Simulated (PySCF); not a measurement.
AlH₃OS₂, SMILES [OH][Al]([SH])[SH].

The structure is a stationary point at B3LYP-D3(BJ)/def2-SVP. The values are those of a single conformer.

All values below come from B3LYP-D3(BJ)/def2-SVP in PySCF 2.14.0.

Frequencies are harmonic and unscaled.

Computed normal modes with their intensities:
| mode | ν (cm⁻¹) | IR (km/mol) | moving atoms (share of kinetic energy) |
|---|---|---|---|
| 1 | 125 | 8.5 | S 63 %, Al 19 %, O 11 %, H 8 % |
| 2 | 141 | 69.1 | H 97 % |
| 3 | 188 | 14.2 | O 51 %, S 27 %, H 15 % |
| 4 | 207 | 19.3 | Al 62 %, H 17 %, S 12 %, O 9 % |
| 5 | 244 | 1.9 | H 84 % |
| 6 | 290 | 104.7 | H 85 %, O 13 % |
| 7 | 396 | 4.4 | S 68 %, O 14 %, Al 12 % |
| 8 | 507 | 114.5 | H 69 %, O 13 %, Al 9 %, S 9 % |
| 9 | 564 | 131.4 | H 41 %, Al 39 %, S 19 % |
| 10 | 645 | 36.8 | H 83 %, Al 9 % |
| 11 | 672 | 81.7 | H 71 %, S 12 %, Al 11 % |
| 12 | 897 | 101.8 | O 46 %, Al 44 %, H 9 % |
| 13 | 2666 | 0.2 | H 97 % |
| 14 | 2668 | 0.7 | H 97 % |
| 15 | 3935 | 112.6 | H 94 % |
